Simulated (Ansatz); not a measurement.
`BC(B)=C` + `B[SiH2]O` → `BO[SiH2]B` + `BC=C` at 600 K and 1 bar (ligand exchange at a B–C bond).

Isolated molecules relaxed with PBE0-D4/def2-TZVP in Ansatz; ΔE leaves out vibrations. CCSD(T)/CBS adds triple-zeta CCSD(T) − MP2 to the extrapolated MP2 energy (def2 sets, frozen cores). Each species was taken in one conformer, which may not be the lowest.

```
    species  CCSD(T)/CBS energy (Eh)  H − E (kJ/mol)  S (J/(mol·K))
  `BC(B)=C`               -129.23883           245.6          378.1
 `B[SiH2]O`               -392.05150           181.6          373.2
`BO[SiH2]B`               -417.47687           224.3          423.6
     `BC=C`               -103.86193           203.8          322.8
```

H − E and S are ideal-gas, rigid-rotor, harmonic terms from PBE0-D4/def2-TZVP, for one conformer and one mirror image of each species. 1 Eh = 2625.50 kJ/mol, R = 8.31446 J/(mol·K).

**Question.** By hand: ΔE, ΔH, ΔS and ΔG.

**Answer.** ΔE = (-417.47687) + (-103.86193) − (-129.23883) − (-392.05150) = -0.04847 Eh = -127.3 kJ/mol. Δ(H − E) = 224.3 + 203.8 − 245.6 − 181.6 = 0.9, so ΔH = -126.4 kJ/mol. ΔS = 423.6 + 322.8 − 378.1 − 373.2 = -4.9 J/(mol·K). ΔG = -126.4 − 600 × (-4.9)/1000 = -123.5 kJ/mol.

**Question.** By hand: the equilibrium constant, and the temperature at which ΔG would vanish if ΔH and ΔS stayed fixed.

**Answer.** log₁₀ K = −ΔG/(RT ln 10) = 10.8. ΔG = 0 at ΔH/ΔS = 25796 K, far beyond where these terms or the molecules hold.

The number of gas molecules stays the same, so ΔS is small and ΔH decides. A doubt of 5 kJ/mol in ΔE shifts log₁₀ K by 0.4 here. Other conformers and mirror images would add mixing entropy, several J/(mol·K) or more a flexible species. Modes under 60 cm⁻¹, often nearly free rotors, make the harmonic entropy too high. These are equilibria of isolated gas molecules and say nothing of rates. Largest T1 diagnostic: 0.013 (customary marks: 0.02 for closed shells, 0.045 for open ones).
